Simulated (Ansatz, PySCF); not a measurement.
C₄H₄BNO, SMILES [C@@H]1(C#C)N=CB1O. Atoms are numbered in the order given.

```xyz
11

C      2.6160    -0.4163    -0.4324
C      1.4882    -0.5245     0.0000
C      0.1357    -0.5768     0.5128
N     -0.8892    -1.2758    -0.3558
C     -1.8020    -0.3593    -0.3454
B     -0.8363     0.6837     0.2862
O     -0.6969     2.0112     0.2488
H      3.6169    -0.3450    -0.8160
H      0.1166    -1.0300     1.5172
H     -2.7760    -0.4976    -0.8313
H      0.1725     2.3063     0.5471
```
Charge 0, spin multiplicity 1.

The structure is a stationary point at PBE0-D3(BJ)/def2-SVP. The structure was generated by enumeration; whether it is a known compound was not checked. Other conformers were not sampled.

Two levels are set side by side: PBE-D3(BJ)/def2-SVP (Ansatz, a quantum-chemistry and plane-wave program) and PBE0-D3(BJ)/def2-SVP (Ansatz). Each level has its own optimised geometry; the coordinates shown are those of the second. Frequencies come from the Hessian of PySCF at each geometry. Differences are taken from unrounded values.

| quantity | PBE0-D3(BJ) |
|---|---|
| mean bond length (Å) | 1.291 |
| bond C1–C2 (Å) | 1.213 |
| bond C2–C3 (Å) | 1.447 |
| bond C3–N4 (Å) | 1.514 |
| bond C3–B6 (Å) | 1.608 |
| bond N4–C5 (Å) | 1.294 |
| bond C5–B6 (Å) | 1.555 |
| bond B6–O7 (Å) | 1.335 |
| bond C1–H8 (Å) | 1.074 |
| bond C3–H9 (Å) | 1.102 |
| bond C5–H10 (Å) | 1.097 |
| bond O7–H11 (Å) | 0.965 |
| highest harmonic wavenumber (cm⁻¹) | 3873 |
| mean harmonic wavenumber (cm⁻¹) | 1241 |
| zero-point energy (kcal/mol) | 47.91 |

Problem. What does PBE-D3(BJ) give, and how far is it from PBE0-D3(BJ)? (Estimate from the structure and the level; the computed values follow.)

Solution. 
| quantity | PBE-D3(BJ) | PBE-D3(BJ) minus PBE0-D3(BJ) |
|---|---|---|
| mean bond length (Å) | 1.301 | 0.010 |
| bond C1–C2 (Å) | 1.225 | 0.012 |
| bond C2–C3 (Å) | 1.448 | 0.000 |
| bond C3–N4 (Å) | 1.540 | 0.025 |
| bond C3–B6 (Å) | 1.615 | 0.007 |
| bond N4–C5 (Å) | 1.309 | 0.015 |
| bond C5–B6 (Å) | 1.558 | 0.002 |
| bond B6–O7 (Å) | 1.349 | 0.013 |
| bond C1–H8 (Å) | 1.081 | 0.007 |
| bond C3–H9 (Å) | 1.110 | 0.008 |
| bond C5–H10 (Å) | 1.106 | 0.008 |
| bond O7–H11 (Å) | 0.978 | 0.012 |
| highest harmonic wavenumber (cm⁻¹) | 3689 | -184 |
| mean harmonic wavenumber (cm⁻¹) | 1191 | -50 |
| zero-point energy (kcal/mol) | 45.99 | -1.92 |

Exact exchange shortens and stiffens bonds; PBE has none. Differences between two approximate levels are no errors against the true value.
